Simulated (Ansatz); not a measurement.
The same redistribution along the group B, Al, In.

Program: Ansatz. Geometries: PBE0-D4/def2-TZVP. ΔE: electronic, gas phase. CBS: MP2 limit from def2 TZ/QZ plus the TZ coupled-cluster correction, frozen cores. This one scheme is used for every species. Functionals use def2-TZVPP. Elements past krypton have def2 core potentials. For Hf, In outer-core shells are correlated without core-valence functions, which leaves a few kJ/mol of doubt a bond. Each species was taken in one conformer, which may not be the lowest.

```
                                                                                                   reaction  CCSD(T)/CBS(def2) (kJ/mol)
                            `CB(N)Cl` + `[NH2][Hf]([Cl])([Cl])[Cl]` → `CB(N)N` + `[Cl][Hf]([Cl])([Cl])[Cl]`                         -77
`[CH3][Al]([NH2])[Cl]` + `[NH2][Hf]([Cl])([Cl])[Cl]` → `[CH3][Al]([NH2])[NH2]` + `[Cl][Hf]([Cl])([Cl])[Cl]`                           1
`[CH3][In]([NH2])[Cl]` + `[NH2][Hf]([Cl])([Cl])[Cl]` → `[CH3][In]([NH2])[NH2]` + `[Cl][Hf]([Cl])([Cl])[Cl]`                           ?
```

(1) Fill in the missing values. (Best estimate.)

Largest T1 diagnostic: 0.014, for `[Cl][Hf]([Cl])([Cl])[Cl]`.

Answers

(1) The calculation gave: `[CH3][In]([NH2])[Cl]` + `[NH2][Hf]([Cl])([Cl])[Cl]` → `[CH3][In]([NH2])[NH2]` + `[Cl][Hf]([Cl])([Cl])[Cl]`: +36.4 kJ/mol.
